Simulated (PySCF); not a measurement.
C2H6OSi (calculated)

Computed with PySCF 2.14.0. Calculation on a computer-drawn molecule: the log of a Hartree-Fock and frozen-core CCSD(T) single point meant for a local Hartree-Fock minimum, with one planted fault or none, to be diagnosed. Offsets are logged minus clean, where the clean run is the same molecule without the fault. The reference is restricted for singlets and unrestricted otherwise, and also for a bond in bohr or an excited solution. Adding or removing an electron swaps singlet and doublet. The excited solution moves the top pair (singlet) or top alpha electron (doublet) to the lowest empty orbital. Highest occupied and lowest empty are orbital energies over both spins, largest force is the largest gradient component, triples share is (T) over the correlation energy, the T1 limit is 0.02 restricted and 0.045 unrestricted, electrons count all cores, a negative frequency is imaginary (commonest isotopes), and the dipole is about the centre of nuclear charge.

```json
{"formula": "C2H6OSi", "logged_structure": {"atoms_angstrom": [["C", -3.1296, -0.4693, 0.5315], ["Si", -1.6246, 0.6259, 0.7352], ["C", -0.0506, -0.0232, 0.861], ["O", 1.0788, 0.7118, 1.125], ["H", -2.8243, -1.513, 0.432], ["H", -3.6976, -0.1907, -0.3593], ["H", -3.7951, -0.3864, 1.3941], ["H", -1.8818, 2.0644, 0.9111], ["H", 0.107, -1.0956, 0.751], ["H", 1.7798, 0.4209, 0.5604]]}, "given": {"meant_charge": 0, "meant_multiplicity": 1, "meant_basis": "cc-pV(D+d)Z", "logged_electrons": 40, "logged_basis_functions": 95, "logged_SCF_converged": "yes", "logged_spin_squared": 0.0, "logged_highest_occupied [eV]": -7.4957, "logged_lowest_empty [eV]": 3.23, "logged_largest_force [hartree/bohr]": 2.6838e-05, "logged_lowest_frequency [cm^-1]": 147.78, "logged_T1_diagnostic": 0.01356, "logged_D1_diagnostic": 0.048627, "logged_triples_share": 0.030736, "logged_CC_converged": "yes", "logged_dipole_magnitude [debye]": 1.9853, "logged_SCF_stable_within_its_kind": "yes", "logged_energy_HF [hartree]": -442.96055, "logged_energy_CCSD(T) [hartree]": -443.5929, "possible_faults": "no fault, one electron removed, one electron added, multiplicity raised by two, geometry at a saddle point, SCF held on an excited solution, minimal basis STO-3G, one bond length entered in bohr, all coordinates scaled", "drawn_bonds_atom": [1, 2, 3, 1, 1, 1, 2, 3, 4], "drawn_bonds_other_atom": [2, 3, 4, 5, 6, 7, 8, 9, 10], "drawn_bonds_order": [1, 2, 1, 1, 1, 1, 1, 1, 1]}, "results": {}}
```

Questions
1. Which fault was planted in the run of C2H6OSi?

Answers
1. no fault

Further results for C2H6OSi:

- HF energy offset from clean run: 0 kcal/mol
- CCSD(T) energy offset from clean run: 0 kcal/mol
